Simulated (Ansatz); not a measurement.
Reaction (SMILES): O=BF → F atom + [B]=O (B-O)
B3LYP-D3(BJ)/def2-TZVP geometries, fixed; electronic energies without zero-point terms.
Largest species:
```
B
O 1 1.2071
F 1 1.2860 2 180.00
```
Charge 0, spin multiplicity 1.

Energies in hartree at MP2 with Ansatz (a first-principles code); the bond dissociation energy is their sum with the coefficients shown, times 627.509 kcal/mol a hartree. All functions are spherical. Cores are frozen. Open shells are unrestricted. No added dispersion term, no relativity.

```tsv
species	coefficient	part	cc-pVDZ	cc-pVTZ	cc-pVQZ
O=BF	-1	Hartree-Fock	-199.08272	-199.15531	-199.17166
O=BF	-1	correlation	-0.44713	-0.57090	-0.61876
F atom	+1	Hartree-Fock	-99.37524	-99.40552	-99.41377
F atom	+1	correlation	-0.14060	-0.19983	-0.22144
[B]=O (B-O)	+1	Hartree-Fock	-99.52674	-99.55653	-99.56439
[B]=O (B-O)	+1	correlation	-0.23977	-0.29796	-0.32070
```

### Question
Predict the bond dissociation energy in cc-pV5Z (X = 5): let each Hartree-Fock step shrink by the ratio of the last two, and fit each correlation energy at X = 3 and 4 to E + A/X^3. Compare with the run.

### Answer

- O=BF: steps -0.07259 and -0.01635, ratio 0.225, so Hartree-Fock -199.17534 (run: -199.17558); A = (-0.57090 - (-0.61876))/(1/27 - 1/64) = 2.2352, correlation -0.61876 - A/64 + A/125 = -0.63580 (run: -0.63860).
- F atom: steps -0.03028 and -0.00825, ratio 0.272, so Hartree-Fock -99.41601 (run: -99.41605); A = (-0.19983 - (-0.22144))/(1/27 - 1/64) = 1.0092, correlation -0.22144 - A/64 + A/125 = -0.22914 (run: -0.23068).
- [B]=O (B-O): steps -0.02979 and -0.00786, ratio 0.264, so Hartree-Fock -99.56647 (run: -99.56608); A = (-0.29796 - (-0.32070))/(1/27 - 1/64) = 1.0620, correlation -0.32070 - A/64 + A/125 = -0.32880 (run: -0.33006).
Predicted 169.88 kcal/mol; the run in cc-pV5Z gives 170.25, a miss of -0.37. Keeping the value in cc-pVQZ, 169.50, would miss by -0.75. All sums are of the energies as printed.
